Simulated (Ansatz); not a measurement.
```yaml
crystal:
  periodic: [false, false, false]
  atoms:
    - {symbol: Cd, position_ang: [0.564962, 1.881585, -1.211527]}
    - {symbol: Cd, position_ang: [-0.566416, -1.881448, 1.211217]}
    - {symbol: S, position_ang: [0.152406, 0.589140, 0.986085]}
    - {symbol: S, position_ang: [0.864962, 1.931585, -1.211527]}
basis:
  gaussian: {orbitals: def2-mTZVPP}
hamiltonian: {xc: {name: BLYP}}
output: {forces: true}
```

```sh
$ ansatz run in.yaml --threads 2 --pin off --events-out ev --progress --plain --max-ram 4352MiB
```

Output, abridged:

```
Functional definition: BLYP
1234 factors; their error is unknown
mean field evaluation 1: about -25267.0630 eV, gradient 6.4e1 eV
mean field evaluation 2: about -25003.4647 eV, gradient 2.2e2 eV
mean field evaluation 4: about -25268.1391 eV, gradient 4.0e1 eV
mean field evaluation 8: about -25276.7963 eV, gradient 1.6e1 eV
mean field evaluation 16: about -25278.5930 eV, gradient 8.2e-1 eV
mean field evaluation 32: about -25278.5210 eV, gradient 2.6e0 eV
a density is far from that of the atoms, so the factors are made again for it
1339 factors; integrals over basis functions are off by at most 1.7e-4 eV
mean field -25278.58673528 eV, -928.9709280802 hartree, gradient 2.0e-5 eV, S^2 0.000000; 0 other end points of the search recorded, 0 dependent functions left out
reference -25278.58701647 eV, -928.9709384135 hartree; 36, 36 occupied and 84, 84 virtual orbitals, 1339 factors
Total energy: -25278.58701647 eV, -928.9709384135 hartree
Atom 0 at     0.564962     1.881585    -1.211527 Å, force -39962.652903 -6660.503511    -1.448133 eV/Å
Atom 1 at    -0.566416    -1.881448     1.211217 Å, force    -0.222834    -0.404917    -0.005344 eV/Å
Atom 2 at     0.152406     0.589140     0.986085 Å, force     0.324658     0.258446     0.376798 eV/Å
Atom 3 at     0.864962     1.931585    -1.211527 Å, force 39962.551079  6660.649982     1.076679 eV/Å
Dipole moment:     0.135125     0.852034    -1.182851 e Å
```

Q: What is wrong with this run?

A: One atom was put on top of another. Self-consistency was reached. The result belongs to that input, not to the species as meant.
